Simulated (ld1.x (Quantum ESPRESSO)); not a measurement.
**Which setting gave this result? (scandium, TM)**

Base potential:

- Element: Sc
- Generator: ld1.x (Quantum ESPRESSO) 7.5
- Type: norm-conserving Troullier–Martins (Kleinman–Bylander form)
- Functional: LDA (PZ)
- Relativity: scalar-relativistic
- Frozen core: [Ar]
- Valence charge: 3
- Reference configuration: 3d1 4s2 4p0
- Partial waves: 4s (bound): rc 2.95 bohr; 3d (bound): rc 1.75 bohr; 4p (bound, empty): rc 4.10 bohr
- Local potential: the p channel
- Core correction: Bessel-smoothed model core, default radius (core density twice the valence density)

Cutoffs, loose and tight: the cutoffs (Ry, on a coarse ladder) from which the occupation-weighted sum of valence levels, in a spherical-Bessel basis at the reference potential, stays within 10 and 1 mRy of its value at 400 Ry. They do not see the model core or the augmentation charge, which bear on the density cutoff. Test errors are all-electron minus pseudo excitation energies from the reference, over the configurations 3d1 4s1 4p0; 3d1 4s0 4p0; 3d1 4s1.5 4p0; 3d2 4s0 4p0; 3d1 4s1 4p1; 3d0 4s2 4p1; 3d0 4s2 4p0 (two spin-polarised tests are not counted in the largest error); variants that change the core or the reference have their own tests.

Only the d radius is moved (3 further runs of the sweep failed or gave no value and are left out):

```csv
d radius (bohr),"cutoff, loose","cutoff, tight",bound ghosts,largest test error (meV)
1.26,90 Ry,110 Ry,none,+712 over the solved tests; 6 of 9 tests not solved or not reliable
1.8,50 Ry,70 Ry,none,+741 over the solved tests; 4 of 9 tests not solved or not reliable
2.1,45 Ry,50 Ry,none,+768 over the solved tests; 2 of 9 tests not solved or not reliable
2.3,40 Ry,45 Ry,none,+793 over the solved tests; 1 of 9 tests not solved or not reliable
2.52,35 Ry,40 Ry,none,+824 over the solved tests; 2 of 9 tests not solved or not reliable
2.66,30 Ry,35 Ry,none,+842 over the solved tests; 2 of 9 tests not solved or not reliable
```

One more run gave cutoff, loose: 45 Ry; cutoff, tight: 55 Ry; bound ghosts: none; largest test error (meV): +758 over the solved tests; 2 of 9 tests not solved or not reliable. Which value of the d radius was used?

1.96 bohr. The tight cutoff moves one way along this sweep, from 110 Ry at 1.26 to 35 Ry at 2.66 bohr, which places the run between 1.8 and 2.1 bohr.
